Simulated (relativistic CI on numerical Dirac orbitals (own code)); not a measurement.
## Mn⁺: from the plainest model towards the measured levels

Calculated with a relativistic CI code on KLI orbitals (one set per configuration, finite nucleus), adding one ingredient at a time: step 1, Dirac-Coulomb, each configuration alone; step 2, with Breit and QED terms; step 3, with configuration mixing; step 4, with scaled Slater integrals (0.85); step 5, with a P86 correlation estimate; step 6, tied to the ionisation limit. P86 is a density functional for the correlation energy, evaluated here for each configuration and added to its levels. Step 6 is semi-empirical: configurations made of the next ion and one excited electron move by 4544 cm⁻¹, so that their limit matches the tabulated ionisation energy, and those with a non-penetrating f or g electron also take the P86 value of the least penetrating other one.

CI space (outside the closed core [Ar]): 3d⁵4s, 3d⁶, 3d⁵4p, 3d⁴4s², 3d⁵4d, 3d⁵4f, 3d⁵5s, 3d⁴4s4p, 3d⁵5p, 3d⁵6s, 3d⁴4p², 3d⁵5d, 3d⁵6p, 3d⁵5f, 3d⁴4s5p.

Computed minus measured energy above the ground level, in cm⁻¹, for 5 of the 17 excited levels that pair in every step (one J of a term; a digit in brackets numbers repeated terms):

```csv
Configuration,Term,J,Measured,Step 1,Step 2,Step 3,Step 4,Step 5,Step 6
3d⁵4s,a 5S,2,9473,4652,4653,2510,829,885,915
3d⁶,a 5D,4,14326,14229,14087,12199,8047,4677,9144
3d⁵4s,a 5G,6,27547,5019,4942,4590,-195,-186,-185
3d⁵4p,z 7P°,2,38366,-2423,-2460,-2721,-2903,-1892,2633
3d⁵4p,z 5P°,3,43371,454,408,-924,-2111,-1071,3419
```

Mean absolute errors in cm⁻¹, over all paired levels and for the configurations:

| Configuration, levels | Step 1 | Step 2 | Step 3 | Step 4 | Step 5 | Step 6 |
| --- | --- | --- | --- | --- | --- | --- |
| all, 17 | 6426 | 6372 | 5723 | 3355 | 2004 | 3842 |
| 3d⁵4s, 6 | 4916 | 4894 | 4243 | 300 | 301 | 306 |
| 3d⁶, 5 | 14234 | 14077 | 12153 | 8003 | 4639 | 9101 |
| 3d⁵4p, 6 | 1429 | 1428 | 1847 | 2536 | 1510 | 2997 |

Measured levels: NIST Handbook of Basic Atomic Spectroscopic Data (Sansonetti and Martin, J. Phys. Chem. Ref. Data 34, 1559 (2005)).

**Question.** What does each ingredient do to the ground and the excited configurations, and where is the model closest to experiment?

**Answer.** Terms of the ground configuration are off by 4916 at first, 4243 with mixing and 300 after scaling, which stands in for the correlation that narrows term splittings. Mixing lowers the ground level by 5; relative to it the configurations that move most are 3d⁶ by -1925, 3d⁵4p by -796. The P86 estimate moves 3d⁶ by -3364, 3d⁵4p by +1026, and takes the mean absolute error of the excited configurations from 5021 to 2932. Step 6 takes that error from 2932 to 5772; it grows for 3d⁶, 3d⁵4p. The shift fits the limit, so it does little for low levels whose errors differ from those near the limit. The mean absolute error is lowest at step 5 (2004 cm⁻¹), and the largest single drop is from step 3 to 4 (5723 to 3355).
